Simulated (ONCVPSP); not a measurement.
# Ca (Z = 20): excitation energies, all-electron against ONCV

Ca (Z = 20), optimised norm-conserving Vanderbilt (ONCV), made with ONCVPSP 4.0.1 (PBE, scalar-relativistic). Core [Ne], reference 3s2 3p6 4s1 (charge +1). Waves: 3s+4s: rc 2.10 bohr, ncon 4, nbas 8, qcut 7.4 1/bohr, 2 projectors; 3p: rc 1.95 bohr, ncon 4, nbas 9, qcut 7.6 1/bohr, 3 projectors, debl 2.4 Ha; d scattering state at 0.05 Ha: rc 2.15 bohr, ncon 4, nbas 8, qcut 4.9 1/bohr, 2 projectors, debl 2.4 Ha. Local part: polynomial inside 1.40 bohr (lpopt 5, dvloc0 0 Ha). Core correction: Teter function, fcfact 2.5, rcfact 1.45.

In the d channel the program set the typed energies aside and used -0.306, 2.094 Ha.

Energies are relative to the spin-unpolarised reference configuration 3s2 3p6 4s1; without spin polarisation the order of configurations can differ from experiment.

```tsv
valence configuration	charge	ΔE all-electron (eV)	error AE − PS (meV)
3s2 3p6 4s2	0	-6.309	0.0
3s2 3p6 4s1.5	+0.5	-3.806	+0.1
```

Problem. What are ΔE and the potential's error for 3s2 3p6 4s0?

Solution. ΔE = 11.820 eV all-electron; the error (AE − PS) is -1.1 meV.

Problem. What are ΔE and the potential's error for 3s2 3p6 4s0 4p2?

Solution. ΔE = -1.358 eV all-electron; the error (AE − PS) is +0.1 meV.

Levels in the configuration 3s2 3p6 4s0:

```json
{"level": "3s", "all-electron (eV)": "-62.236", "pseudo (eV)": "-62.255"}
{"level": "3p", "all-electron (eV)": "-43.060", "pseudo (eV)": "-43.064"}
```
